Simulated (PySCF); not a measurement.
## Static response to an electric field

C4H9O2PSi.
Atom-mapped SMILES: `[CH2:1]=[C:2]([O:3][SiH2:4][PH2:5])[C:6]([CH3:7])=[O:8]` (hydrogens: H9, H10 on C1; H11, H12 on Si4; H13, H14 on P5; H15, H16, H17 on C7)

Geometry (GFN2-xTB, Å), atoms numbered from 1 in this order:
```
atom  x, y, z in Å
C1     1.6152   -1.4662    1.0292
C2     0.6477   -0.8569    0.3343
O3    -0.5531   -1.4126    0.1771
Si4   -1.8970   -0.7866   -0.5417
P5    -2.5803    1.0982    0.4628
C6     0.7959    0.4670   -0.3175
C7     2.0662    1.2385   -0.1352
O8    -0.1335    0.8868   -0.9788
H9     1.4343   -2.4250    1.4810
H10    2.5880   -1.0332    1.1575
H11   -1.8090   -0.7594   -1.9995
H12   -2.7677   -1.8882   -0.1198
H13   -2.6224    1.8722   -0.6773
H14   -3.9288    0.8005    0.3866
H15    1.9823    2.1968   -0.6415
H16    2.2527    1.3998    0.9236
H17    2.9024    0.6805   -0.5509
```

Level: B3LYP/def2-SVPD (PySCF), static field, nuclei fixed, core orbitals frozen in the response. The polarisability tensor in these axes (au):

```
x   129.77  -9.82  10.84
y    -9.82 110.89  -5.01
z    10.84  -5.01  92.78
```

Question: Give the principal values, the mean and the anisotropy Δα = √{½[(α1 − α2)² + (α2 − α3)² + (α1 − α3)²]}.

Answer: Principal values 89.56, 106.71 and 137.16 au; mean 111.14 au = 16.47 Å³ = 18.32 × 10⁻⁴⁰ C²·m²/J; Δα = 41.76 au (38 % of the mean).

Question: What is the dipole moment, and where does it point?

Answer: (3.30, 0.36, 0.38) D, 3.34 D in size, pointing from the negative to the positive side. Measured along this direction, the outermost atoms are H14 at the negative end and H17 at the positive end.

Question: Rayleigh depolarisation ratio (linearly polarised light, static tensor)?

Answer: ρ = 3Δα²/(45ᾱ² + 4Δα²) = 5231.2/(555871 + 6974.9) = 0.00929.

Question: How large is μ²/3kT at 273 K beside α?

Answer: In Gaussian units μ²/3kT = 98.66 Å³ against 16.47 Å³, a ratio of 5.99; the Debye molar polarisation (4π/3)N_A(α + μ²/3kT) is 290.4 cm³/mol, leaving out the vibrational part.

Question: Estimate the molar refractivity from the static electronic polarisability.

Answer: Lorentz–Lorenz: R = (4π/3)N_A α = 2.5225 cm³/(mol·Å³) × 16.47 Å³ = 41.5 cm³/mol, in the limit of long wavelengths.

Question: Refractivity n − 1 of an ideal gas of it at 273.15 K and 1 atm, from the electronic α?

Answer: N = p/kT = 2.6868 × 10¹⁹ cm⁻³, so n − 1 = 2π × N × 16.47 × 10⁻²⁴ cm³ = 2780 × 10⁻⁶ at long wavelengths, for an ideal gas.

Question: Form Σ f/ω² (atomic units) for the 8 lowest TDDFT singlets, given as eV and f, and set it beside the mean polarisability, which is this sum over all singlets: 3.67, 0.0129; 4.07, 0.0091; 4.50, 0.1333; 5.55, 0.0004; 6.09, 0.0253; 6.22, 0.0109; 6.31, 0.0231; 6.39, 0.0003.

Answer: They add up to 7.15 au, 6.4 % of the 111.14 au; the largest single term is 4.88 au, from the state at 4.50 eV. Terms in order: 0.71, 0.41, 4.88, 0.01, 0.51, 0.21, 0.43, 0.01 au. Higher excitations give the rest. The strengths listed sum to 0.215.

Isolated species at its GFN2-xTB geometry (one conformer only).
